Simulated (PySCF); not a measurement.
PBE on B (boron, neutral), [He] 2s2 3d1, 2D determinant (an excited configuration). Computed with PySCF 2.14 in aug-cc-pCVQZ-DK (9s8p6d4f2g, 109 functions), with the spin-free X2C one-electron Hamiltonian (Gaussian nucleus).

```
cycle= 1 E= -24.3540948779762  delta_E= -0.00256  |g|= 0.00779  |ddm|= 0.415
cycle= 2 E= -24.3541025964214  delta_E= -7.72e-06  |g|= 0.000672  |ddm|= 0.029
cycle= 3 E= -24.3541027611815  delta_E= -1.65e-07  |g|= 6.48e-05  |ddm|= 0.00204
cycle= 4 E= -24.3541027668949  delta_E= -5.71e-09  |g|= 1.49e-05  |ddm|= 0.000332
cycle= 5 E= -24.3541027670819  delta_E= -1.87e-10  |g|= 1.05e-06  |ddm|= 8.08e-05
converged SCF energy = -24.3541027670819  <S^2> = 0.75005596  2S+1 = 2.000056
```

Highest occupied orbital energy: 0.021 eV; ⟨L²⟩ = 6.00; populations by l: s 4.00, p 0.00, d 1.00, f 0.00.

Q: Can this result be used?

A: Not for this state. Self-consistency was reached. The outer electron is Rydberg-like, and this basis confines it to a smaller radius and binds it less than a complete one would. At PBE the highest occupied level has a positive energy, so only the finite basis holds that electron; for this excited configuration the basis is too tight for the outer shell.
